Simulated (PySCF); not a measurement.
Computed IR spectrum (relative IR intensity) of a molecule CH7ClN2Si. Coordinates come from a PBE-D3(BJ)/def2-SVP optimisation. Other conformers were not sampled. Calculation: PBE-D3(BJ)/def2-SVP (PySCF). Frequencies are harmonic and unscaled.

Lines under 2 % of the strongest are left out, and lines within 2 cm⁻¹ are merged.

| ν (cm⁻¹) | relative intensity |
|---|---|
| 222 | 4.5 |
| 258 | 11 |
| 309 | 12 |
| 339 | 6.4 |
| 475 | 19 |
| 522 | 82 |
| 618 | 8.1 |
| 674 | 19 |
| 775 | 8.2 |
| 797 | 41 |
| 847 | 31 |
| 864 | 100 |
| 897 | 40 |
| 1047 | 4.1 |
| 1072 | 3.4 |
| 1499 | 15 |
| 1592 | 6.7 |
| 2176 | 45 |
| 2962 | 6.2 |
| 3027 | 2.9 |
| 3474 | 9.1 |
| 3567 | 11 |

Task: Identify the compound among the candidates.
(A) CN[Si@H](N)Cl
(B) C[Si](N)(N)Cl
(C) NC[Si@@H](N)Cl

Result: C, NC[Si@@H](N)Cl
